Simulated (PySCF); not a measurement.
B(CCH)2(H) (C4H3B), SMILES B(C#C)C#C. Heavy atoms are numbered as in [BH:1]([C:2]#[CH:3])[C:5]#[CH:6]. Hydrogens are named by the atom that carries them.

Geometry: B3LYP-D3(BJ)/def2-SVP.

Method: HF/def2-TZVP run with PySCF.

ESP charges are fitted to the potential on shells at 1.4 to 2.0 van der Waals radii. Atomic charges (e), one atom of each kind:

```tsv
atom	meta-Löwdin	ESP fit	Löwdin
B1 (BH)	0.16	0.57	-0.25
C2	-0.13	-0.19	-0.03
C3 (CH)	-0.13	-0.36	-0.02
H on C3	0.18	0.33	0.13
H on B1	0.01	-0.14	0.08
```

**Question.** Give the Mayer and Wiberg (Löwdin basis) orders of the bonds. (The exact figures need the calculation; the answer reports its results.)

**Answer.** 
```csv
bond,Mayer,Wiberg
B1–C2,1.05,1.27
C2–C3,2.89,2.85
B1–C5,1.05,1.27
C5–C6,2.89,2.85
```
